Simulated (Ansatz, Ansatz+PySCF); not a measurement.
```csv
atom,x (Å),y (Å),z (Å)
Al,0.0000,0.0000,0.0000
O,0.0000,0.0000,1.5371
```

Basis set: def2-SVP (spherical functions). Left uncorrelated: 6 orbitals. Correlation on ROHF uses semicanonical orbitals with singles. Charge 0, multiplicity 2.

Computed with Ansatz (development build ahead of 0.2.0); each method stands on the lowest determinant of its kind that the runs found.

(1) Give the atomization energy at this shape (free ground-state atoms in the same class of orbitals less the molecule, no zero-point energy) of doublet AlO by UHF-MP2, ROHF-MP2, UHF-CCSD(T), ROHF.

Answers

(1)

```csv
method,atomization energy
UHF-MP2,3.46 eV
ROHF-MP2,3.22 eV
UHF-CCSD(T),4.24 eV
ROHF,2.01 eV
```

Caution for UHF-MP2, ROHF-MP2, UHF-CCSD(T): another reference gives a lower total. Caution for UHF-MP2, UHF-CCSD(T): the determinant may break the point group; the unrestricted determinant is spin contaminated.
